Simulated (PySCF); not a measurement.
Cl3Sc, charge +1, multiplicity 2. Atoms are numbered in the order given.

```xyz
4

Sc    -0.3380    -0.6724     0.0000
Cl     1.3368     0.2217     1.3927
Cl    -2.2561     0.3872     0.0000
Cl     1.3368     0.2217    -1.3927
```
Charge +1, spin multiplicity 2.

Geometry: B3LYP-D3(BJ)/def2-SVP. The spin state was assumed, not searched. The isomer is the one that the SMILES or the coordinates give; other isomers of the formula were not compared.

Level of theory: PBE/def2-TZVPD (PySCF).

Mulliken values depend strongly on the basis, most of all with diffuse functions as here. ESP charges are fitted to the potential on shells at 1.4 to 2.0 van der Waals radii. Atomic charges (e):

```json
[
 {"atom": "Sc1", "meta-Löwdin": "?", "Mulliken": "1.28", "ESP fit": "1.24", "Mulliken spin": "-0.05"},
 {"atom": "Cl2", "meta-Löwdin": "?", "Mulliken": "-0.02", "ESP fit": "-0.02", "Mulliken spin": "0.51"},
 {"atom": "Cl3", "meta-Löwdin": "?", "Mulliken": "-0.25", "ESP fit": "-0.19", "Mulliken spin": "0.02"},
 {"atom": "Cl4", "meta-Löwdin": "?", "Mulliken": "-0.02", "ESP fit": "-0.02", "Mulliken spin": "0.51"}
]
```

Question: Some entries are withheld; supply them. (The exact figures need the calculation; the answer reports its results.)

Answer: 
- Sc1, meta-Löwdin: 1.21
- Cl2, meta-Löwdin: -0.03
- Cl3, meta-Löwdin: -0.16
- Cl4, meta-Löwdin: -0.03
